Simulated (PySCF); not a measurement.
Compound: C7H15 (doublet state).
Structure used (GFN2-xTB), in Å, numbered top down from 1:
```
atom  x, y, z in Å
C1    -2.2652   -1.3991   -0.4916
C2    -0.9597   -1.0657    0.0951
C3    -0.4294    0.3047   -0.3987
C4    -1.3038    1.4197    0.1712
C5     1.0611    0.5325   -0.0820
C6     1.9620   -0.3130   -0.9820
C7     1.4155    0.2867    1.3832
H8    -2.3631   -1.4986   -1.5562
H9    -3.1491   -1.4790    0.1091
H10   -1.0260   -1.0562    1.1829
H11   -0.2221   -1.8217   -0.2013
H12   -0.5340    0.3221   -1.4895
H13   -0.9699    2.3921   -0.1852
H14   -2.3365    1.2737   -0.1380
H15   -1.2737    1.4238    1.2582
H16    1.2673    1.5871   -0.3049
H17    1.8393   -1.3736   -0.7736
H18    3.0059   -0.0572   -0.8138
H19    1.7324   -0.1407   -2.0315
H20    1.3136   -0.7657    1.6363
H21    0.7779    0.8681    2.0439
H22    2.4471    0.5795    1.5677
```

The hyperfine couplings belong to this conformer and change with its torsions.

As a line formula: `CC(C)[C@@H](C[CH2])C` [radical].

Method used: UKS B3LYP, pcH-1 on C H, non-relativistic, mean-field spin-orbit, GIAO (PySCF 2.14.0). One conformer (not necessarily the lowest) at the GFN2-xTB geometry, without solvent, vibrations or thermal averaging. The geometry wasn't refined by DFT: couplings that depend on bond lengths, twists or pyramidal angles can differ widely from those at the functional's own minimum. The SCF solution wasn't tested for stability.

Largest spin populations (Mulliken): C1 (+1.08) and C2 (-0.09). No atom but C1 exceeds +0.15. The positive populations add up to 1.19 and the negative ones to -0.19, together 2S = 1. The angles at C1 add up to 359.9°, so it is planar; its axial dipolar tensor and the negative couplings of its protons fit spin in a p orbital normal to that plane.

McConnell's relation a(H) = Q·ρ ties the coupling of a proton on a planar π carbon to the spin population of that carbon. What Q do the computed values give?

```csv
H,C,ρ(C),a(H) (G),a/ρ (G)
H8,C1,+1.082,-22.35,-20.7
H9,C1,+1.082,-23.03,-21.3
```

These protons share one ρ (within 0.01), so their mean ratio, Q = -21.0 G, is no test of linearity.

List the C–H protons on four-coordinate carbons next to a three-coordinate spin centre, with their couplings and θ (C–H bond against the normal to the plane of the centre's neighbours, projected along the bond that joins the two).

```csv
β H,on,centre,θ (°),cos²θ,a (G)
H10,C2,C1,85,0.01,+1.16
H11,C2,C1,34,0.68,+38.87
```

Couplings in gauss use g_iso = 2.0026.

Hardware: one thread, AMD EPYC 9R45 (x86_64), on a shared host. Cost: 54 s of wall time (with the writing of density and orbital grids), 1.1 GiB resident at most.
